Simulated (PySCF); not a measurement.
Molecule: C2H6FSi, net charge 0, doublet state. It need not be the lowest isomer of its formula. SMILES: [CH2][SiH](C)F
Coordinates optimised at B3LYP-D3(BJ)/def2-TZVP (Ansatz):
```xyz
10

Si    -0.0338     0.0128    -0.3497
C      1.4818    -0.9661    -0.0131
C     -1.4939    -0.5981     0.6290
F      0.2623     1.5495     0.0404
H     -0.3515     0.0176    -1.7993
H      2.4785    -0.5430    -0.0731
H      1.4548    -2.0243     0.2244
H     -2.3810     0.0025     0.4196
H     -1.7188    -1.6345     0.3643
H     -1.2961    -0.5574     1.7016
```
Charge 0, spin multiplicity 2.

Dispersion corrections to the total energy (kcal/mol) from the dftd3 and dftd4 libraries through PySCF: D3(BJ) without and D4 with the three-body term, each with the damping fitted for the functional named.

| functional | D3(BJ) | D4 |
|---|---|---|
| HF | -33.67 | -14.27 |
| revPBE | -10.35 | -12.42 |
| r2SCAN | -1.14 | -0.96 |
| B2GP-PLYP | -2.88 | -1.65 |
| LC-wPBE | -3.91 | … |
| BHLYP | … | -4.71 |
| BP86 | -6.65 | … |

Task: Fill in the missing entries.

Result: 
- LC-wPBE, D4: -4.39
- BHLYP, D3(BJ): -5.79
- BP86, D4: -5.23
